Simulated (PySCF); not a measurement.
Species: C3H8O2Si.
Geometry (PBE0-D3(BJ)/def2-SVP, Å), atoms numbered from 1 in this order:
```
atom  x, y, z in Å
C1    -2.3565   -0.7035    0.1730
C2    -1.5479    0.2911   -0.1854
O3    -0.6265    0.8216    0.6579
C4     0.2952    1.7042    0.0876
O5     1.2417    1.0551   -0.6856
Si6    2.1374   -0.2483   -0.1126
H7    -3.1022   -1.0759   -0.5292
H8    -2.2912   -1.1511    1.1668
H9    -1.5852    0.7497   -1.1822
H10    0.7579    2.2287    0.9417
H11   -0.2195    2.4363   -0.5606
H12    1.3367   -1.5055   -0.0955
H13    2.6318    0.0504    1.2668
H14    3.2778   -0.3886   -1.0568
```

Jobs on this species (14 atoms, 56 electrons) with PySCF (density fitting). Hardware of each: one thread, Arm Neoverse V1 (aarch64), no GPU, on a shared host. Other jobs ran on the host; a repeat could differ by tens of per cent or more. Peak memory is the resident size of the whole Python process, interpreter and libraries included.

Task: Rank these jobs by wall time, shortest first.
A. LDA/def2-SVPD; 10 singlets by full TDDFT, 4 Tamm–Dancoff triplets, polarisability, ΔSCF ions; 194 basis functions
B. PBE0/6-31+G*; 10 singlets by full TDDFT, 4 Tamm–Dancoff triplets, polarisability; 128 basis functions
C. LC-wPBE/pcSseg-1; shieldings; 149 basis functions

Result: B (16 s), C (26 s), A (53 s).

All jobs:

| level and settings | work | basis functions | SCF cycles | wall time | peak memory |
| --- | --- | --- | --- | --- | --- |
| B97-2/pcSseg-1 | shieldings | 149 | 14 | 14 s | 0.86 GiB |
| PBE0/6-31+G* | 10 singlets by full TDDFT, 4 Tamm–Dancoff triplets, polarisability | 128 | 14 | 16 s | 0.69 GiB |
| LDA/pcSseg-1 | shieldings | 149 | 15 | 17 s | 0.82 GiB |
| LC-wPBE/pcSseg-1 | shieldings | 149 | 14 | 26 s | 0.78 GiB |
| PBE0/def2-TZVP | shieldings, charges and field gradients | 240 | 14 | 34 s | 0.91 GiB |
| PBE0/IGLO-III | shieldings, charges and field gradients | 299 | 14 | 45 s | 1.1 GiB |
| LDA/def2-SVPD | 10 singlets by full TDDFT, 4 Tamm–Dancoff triplets, polarisability, ΔSCF ions | 194 | 15 | 53 s | 0.57 GiB |
| PBE0/def2-SVPD | 10 singlets by full TDDFT, 4 Tamm–Dancoff triplets, polarisability, ΔSCF ions | 194 | 14 | 59 s | 0.84 GiB |
| wB97X-D/def2-SVPD | 10 singlets by full TDDFT, 4 Tamm–Dancoff triplets, polarisability, ΔSCF ions | 194 | 14 | 65 s | 0.91 GiB |

Task: What do all jobs in the table cost together?

Result: About 5.5 min; the longest takes about 20 % of that, and about 4.6 times as long as the shortest.
